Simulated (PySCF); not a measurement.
Predicted microwave data (PBE0-D3(BJ)/def2-SVP geometry optimisation, gas phase (PySCF 2.14.0)) for one isomer of C8H16Si:

| Property | Result |
| --- | --- |
| Rotational constants | A = 1613, B = 1285, C = 942.7 MHz |
| Dipole components | \|μa\| = 1.38 D, \|μb\| = 0.31 D, \|μc\| = 0.09 D |
| Inertial defect | -170.46 u·Å² |
| κ | 0.02 |

**Question.** Which structure is it? (One computed conformer of each.)
A. `[CH2:1]1[CH2:2][CH2:3][Si:4]2([CH2:5]1)[CH2:6][CH2:7][CH2:8][CH2:9]2` with C5–C1–C2–C3 50°, C1–C2–C3–Si4 -37°, C2–C3–Si4–C5 13°, C3–Si4–C5–C1 13°
B. `[SiH3:1]/[C:2]1=[CH:3]\[CH2:4][CH2:5][CH2:6][CH2:7][CH2:8][CH2:9]1` with C2–C3–C4–C5 -90°, C3–C4–C5–C6 47°, C4–C5–C6–C7 -79°, C5–C6–C7–C8 111°
C. Si(eta1-allyl)2Me2 (`C[Si](C)(CC=C)CC=C`)
D. `[CH3:1][CH2:2][C@@H:3]1[CH2:4][C@@H:5]([CH:6]2[CH2:7][CH2:8]2)[SiH2:9]1` with C1–C2–C3–C4 -64°, C4–C5–C6–C7 154°, C2–C3–C4–C5 -149°, C3–C4–C5–C6 -97°, C5–C6–C7–C8 -113°, C4–C5–Si9–C3 -18°

**Answer.** B. It is [SiH3]/C1=C\CCCCCC1, an asymmetric top, point group C1. The candidates at the same level (rigid rotor, commonest isotopes):

```
                        SMILES  A (MHz)  B (MHz)  C (MHz)  μa (D)  μb (D)  μc (D)  Δ (u·Å²)  point group                        rotor
           [SiH3]/C1=C\CCCCCC1     1613     1285    942.7    1.38    0.31    0.09   -170.46           C1               asymmetric top
            C1CC[Si]2(C1)CCCC2     2838    865.3    864.9    0.00    0.00    0.00   -177.84           S4        prolate symmetric top
CC[C@@H]1C[C@@H](C2CC2)[SiH2]1     2676    769.9    706.2    0.09    0.53    0.09   -129.63           C1  near-prolate asymmetric top
            C=CC[Si](C)(C)CC=C     1790    831.2    717.3    0.17    0.69    0.11   -185.79           C1               asymmetric top
```

`C1CC[Si]2(C1)CCCC2` has A 76 % too high; `CC[C@@H]1C[C@@H](C2CC2)[SiH2]1` has A 66 % too high; `C=CC[Si](C)(C)CC=C` has B 35 % too low. No structure here is proved a minimum.
